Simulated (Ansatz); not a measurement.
Reaction (redistribution): `C[N](C)[Au]` + `[SH][AlH][SH]` → `[SH][Au]` + `C[N](C)[AlH][SH]`

Gas-phase electronic energies from Ansatz, PBE0-D4/def2-TZVP geometries. CCSD(T)/CBS adds triple-zeta CCSD(T) − MP2 to the extrapolated MP2 energy (def2 sets, frozen cores). This one scheme is used for every species. def2 core potentials past Kr. For Au outer-core shells are correlated without core-valence functions, which leaves a few kJ/mol of doubt a bond. Each species was taken in one conformer, which may not be the lowest.

```csv
species,CCSD(T)/CBS(def2) energy (Eh)
`C[N](C)[Au]`,-269.89851
`[SH][AlH][SH]`,-1039.45300
`[SH][Au]`,-533.91058
`C[N](C)[AlH][SH]`,-775.47358
```

(1) Work out ΔE.

Largest T1 diagnostic among the species: 0.029, so the coupled-cluster value is less sure than usual.

Results:

(1) ΔE = (-533.91058) + (-775.47358) − (-269.89851) − (-1039.45300) = -0.03265 Eh = -85.7 kJ/mol.

At CCSD(T), def2-SVP lies +4.7 kJ/mol from the extrapolated value and def2-TZVPP +4.5 kJ/mol. Leaving LDA and LC-ωPBE aside and taking each functional with its dispersion term where it has one, the values, not all of them listed here, spread over 37.9 kJ/mol, from BHLYP-D4 to revPBE-D4. LDA lies −4.3 kJ/mol from PBE without D4. From PBE to PBE0 (25 % exact exchange), in def2-TZVPP and without D4, ΔE moves by −16.3 kJ/mol.
